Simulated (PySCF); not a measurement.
# Identify the compound

The spectra below were simulated for a compound C$_{7}$H$_{5}$N.

1H NMR (300 MHz, computed): δ 8.85 (dd, J = 5.7, 1.0 Hz, 2H), 7.56 (dd, J = 5.7, 1.0 Hz, 2H), 3.79 (s, 1H).

13C{1H} NMR (computed): δ 162.0 (CH), 145.5 (C), 134.1 (CH), 94.4 (CH), 76.6 (C).

PySCF 2.14 calculation with PBE0-D3(BJ)/def2-SVP structure, B3LYP/pcJ-1 coupling constants (spin–dipole term only in couplings to heteroatoms) and HF/pcSseg-2 with gauge-including orbitals; rapidly exchanging positions averaged, no relativistic terms, no solvent model, one computed conformer.

Scale: 1H, 13C vs TMS (reference shieldings calculated alike).

Task: Deduce the structure.

Result: 
- Rings plus π bonds: 6 (1 ring in the answer).
- 5 carbon signals for 7 carbons: some carbons are equivalent by symmetry or fast rotation.
- Carbon types of the structure: 2 × C, 5 × CH, which accounts for all hydrogens.
- δC 162.0: aromatic CH next to a ring nitrogen; the adjacent pyridine-type nitrogen withdraws density from it.
- δC 145.5: substituted aromatic carbon.
- δC 134.1: aromatic CH; the aromatic region.
- δC 94.4: terminal alkyne carbon; the triple bond shields along its axis, which puts it between sp3 and sp2 carbons.
- δC 76.6: alkyne carbon; sp carbons lie upfield of alkene carbons because the cylindrical π system leaves one tensor component strongly shielded.
- δH 8.85: hydrogen on an aromatic CH next to a ring nitrogen; ring current plus the neighbouring ring nitrogen.
- δH 7.56: hydrogen on an aromatic CH; aromatic region.
- The protons at 7.56 and 8.85 share a coupling of 5.7 Hz (vicinal, an ortho-type coupling).

Structure: SMILES n1ccc(C#C)cc1.

The data come from this structure; uniqueness wasn't tested.

Splittings below 1 Hz are ignored in the labels, and close J values are merged. Couplings among chemically equivalent protons are left out too, so labels in AA′BB′ or AA′XX′ sets are apparent multiplicities. Unscaled 3J(H,H) at this level run about 10 % above measured values. Shifts are as computed, not scaled to solution data. Of 1211 compounds with measured shifts, 218 miss one by over three times the rms of a fit or turn the order of signals round; such compounds aren't used in these exercises.
